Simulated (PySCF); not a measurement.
**Working out the ionisation energy of As⁺**

As⁺ [Ar] 3d10 4s2 4p2 (3P) → As²⁺ [Ar] 3d10 4s2 4p1 (2P). Computed with PySCF 2.14 in aug-cc-pVTZ-PP with one added diffuse shell each of s, d, f type with ECP10MDF (7s5p5d3f, 68 functions), with scalar relativity through the core potential. Frozen: 3s2 3p6 3d10. Energies in hartree (1 hartree = 27.21139 eV):

| part | As⁺ (lower) | As²⁺ (upper) |
| --- | --- | --- |
| UHF | -330.864183 | -330.203463 |
| MP2 opposite-spin | -0.045342 | -0.037852 |
| MP2 same-spin | -0.009059 | -0.002650 |

Task: What does Hartree-Fock give?

Result: (-330.203463) − (-330.864183) = 0.660720 hartree = 17.979 eV.

Task: What do MP2 and SCS-MP2 (6/5 opposite-spin, 1/3 same-spin) give?

Result: The opposite-spin parts differ by 0.204 eV and the same-spin parts by 0.174 eV. MP2: 17.979 + (0.204) + (0.174) = 18.357 eV. SCS-MP2: 17.979 + 1.2 × (0.204) + (0.174)/3 = 18.282 eV.

Reference: 18.589 eV (measured; NIST Atomic Spectra Database, ionization energies), between the lowest levels; spin-orbit coupling is absent from the calculation.

What remains against the reference includes basis incompleteness, the frozen core and correlation beyond second order.
